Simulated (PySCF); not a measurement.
Working out the excitation energy of As

As [Ar] 3d10 4s2 4p3 (4S) → As [Ar] 3d10 4s1 4p3 4d1 (6D). Computed with PySCF 2.14 in aug-cc-pwCVDZ-PP with ECP10MDF (6s5p4d1f, 48 functions), with scalar relativity through the core potential. Frozen: 3s2 3p6 3d10. Energies in hartree (1 hartree = 27.21139 eV):

```
            part   As (lower)   As (upper)
             UHF  -331.198331  -330.692518
CCSD correlation    -0.075932    -0.022409
             (T)    -0.001408    -0.000149
```

Problem. What does Hartree-Fock give?

Solution. (-330.692518) − (-331.198331) = 0.505813 hartree = 13.764 eV.

Problem. What do CCSD and CCSD(T) give?

Solution. The CCSD correlation energies differ by 0.053523 hartree = 1.456 eV and the triples by 0.001259 hartree = 0.034 eV, so CCSD gives 15.220 eV and CCSD(T) 15.254 eV.

The upper state lies above the first ionisation limit, but in LS coupling its spin forbids autoionisation to the ground ion.

A double-zeta basis recovers only part of the correlation energy.
